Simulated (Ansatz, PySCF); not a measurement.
Ta(NH)(F)(Cl)2 (Cl2FHNTa), SMILES [NH]=[Ta]([F])([Cl])[Cl], multiplicity 1. Atoms are numbered in the order given.

```xyz
6

Ta    -0.0632     0.1821     0.0000
N      1.2002     1.4050     0.0000
H      1.9170     2.1234     0.0000
F     -1.7198     1.0801     0.0000
Cl     0.2037    -1.0911    -1.9197
Cl     0.2037    -1.0911     1.9197
```
Charge 0, spin multiplicity 1.

Geometry optimised at B3LYP-D3(BJ)/def2-SVP. The spin state was assumed, not searched. The structure was generated by enumeration; whether it is a known compound was not checked. The def2 effective core potentials stand for the cores of Ta; spin–orbit coupling is left out.

Two levels are set side by side: PBE-D3(BJ)/def2-SVP (Ansatz, a quantum-chemistry and plane-wave program) and B3LYP-D3(BJ)/def2-SVP (Ansatz). Each level has its own optimised geometry; the coordinates shown are those of the second. Frequencies come from the Hessian of PySCF at each geometry. Differences are taken from unrounded values.

```csv
quantity,B3LYP-D3(BJ)
mean bond length (Å),1.859
bond Ta1–N2 (Å),1.758
bond Ta1–F4 (Å),1.884
bond Ta1–Cl5 (Å),2.319
bond Ta1–Cl6 (Å),2.319
bond N2–H3 (Å),1.015
highest harmonic wavenumber (cm⁻¹),3649
mean harmonic wavenumber (cm⁻¹),676
zero-point energy (kcal/mol),11.60
```

What does PBE-D3(BJ) give, and how far is it from B3LYP-D3(BJ)? (The exact figures need the calculation; the answer reports its results.)


```tsv
quantity	PBE-D3(BJ)	PBE-D3(BJ) minus B3LYP-D3(BJ)
mean bond length (Å)	1.862	0.003
bond Ta1–N2 (Å)	1.765	0.007
bond Ta1–F4 (Å)	1.888	0.004
bond Ta1–Cl5 (Å)	2.317	-0.002
bond Ta1–Cl6 (Å)	2.317	-0.002
bond N2–H3 (Å)	1.022	0.007
highest harmonic wavenumber (cm⁻¹)	3577	-72
mean harmonic wavenumber (cm⁻¹)	660	-16
zero-point energy (kcal/mol)	11.32	-0.28
```
